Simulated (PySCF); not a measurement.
**Computed structure and properties of [Er(O2)2]−**

System: [Er(O2)2]− (singlet in the valence; each metal's 4f electrons, 11 of them, lie in its core potential, out of spins and levels); start: template (D2d). Method: PySCF 2.14.0, RKS BP86, Er lcecp-1-SVP with ECP57, O def2-SVP; non-relativistic Hamiltonian with scalar-relativistic core potentials where named; density fitting; no spin-orbit coupling.

Input of the relaxation:

```python
mol = gto.M(atom='''
Er     0.00000     0.00000     0.00000
O      0.52330     0.52330     2.05080
O     -0.52330    -0.52330     2.05080
O      0.52330    -0.52330    -2.05080
O     -0.52330     0.52330    -2.05080''',
    basis={'Er': 'lcecp-1-SVP', 'O': 'def2-SVP'},
    ecp={'Er': 'lcecp-1-SVP'},
    charge=-1, spin=0)
mf = dft.RKS(mol, xc='B88,P86')
mf.grids.atom_grid = (50, 194)  # f atoms: unpruned, at least (60, 302)
mf = mf.density_fit()  # fitting sets: Er AutoAux, O def2-universal-JKFIT
mf.conv_tol = 1e-08; mf.max_cycle = 55
mf.kernel(dm0)  # dm0: converged density of the start geometry
# quasi-Newton relaxation in Cartesian coordinates to a largest gradient under 0.00045 Eh/bohr, steps kept in the point group
```

Run from Python with OMP_NUM_THREADS=2; the lines above give its settings. Where DIIS fails, smearing, a level shift and second-order steps follow.
It took 12 s on 2 threads of Arm Neoverse V2, with other jobs on the host, from the converged density of the start.

Course of the relaxation:

```csv
step,energy above end (eV),largest force component within the symmetry (eV/Å)
0,0.1663,0.798
1,0.0345,0.434
2,0.0001,0.015
3,0.0000,0.004
```

Relaxed geometry (D2d):

```xyz
5

Er    0.0000    0.0000    0.0000
O     0.5432    0.5432    1.9734
O    -0.5432   -0.5432    1.9734
O     0.5432   -0.5432   -1.9734
O    -0.5432    0.5432   -1.9734
```

```json
{"contact": "Er1–O2 (O2)", "Å": "2.118"}
{"contact": "Er1–O4 (O2)", "Å": "2.118"}
```

On the finer grid (75, 302):

- HOMO: 0.88 eV
- LUMO: 2.15 eV
- Dipole about the centre of mass: 0.00 D
- Set of Mulliken populations of Er1 outside the core potential: s 2.27, p 6.37, d 1.67, f 0.08
- D3(BJ) dispersion energy (not in the energies): -0.132 eV

```csv
atom,Mulliken (e),Löwdin (e),spin (e)
Er1,0.61,0.20,0.00
O2,-0.40,-0.30,0.00
O3,-0.40,-0.30,0.00
O4,-0.40,-0.30,0.00
O5,-0.40,-0.30,0.00
```

The 4f levels lie in the core potential and are missing. The highest filled level lies above zero, as often for anions with such functionals and bases; it isn't the detachment energy.

On the grid (50, 194), as all that follows. Harmonic modes: a minimum within the noise of the softest modes; lowest 37 cm⁻¹ (negative: unstable), highest 757 cm⁻¹, zero-point energy 0.225 eV.

Rigid scan of O2 along the line from its metal, all other atoms held (where the atom bridges, its other bond changes as well):

(distance to the ligand's centre (Å), energy (eV)): (1.67, 1.672), (1.77, 0.643), (1.87, 0.140), (1.97, 0.000), (2.07, 0.107), (2.17, 0.373), (2.27, 0.739)

One start shape was tried, so this needn't be the lowest isomer.

An lcecp potential fixes the number of 4f electrons, so in runs with it no electron can move into or out of that shell.
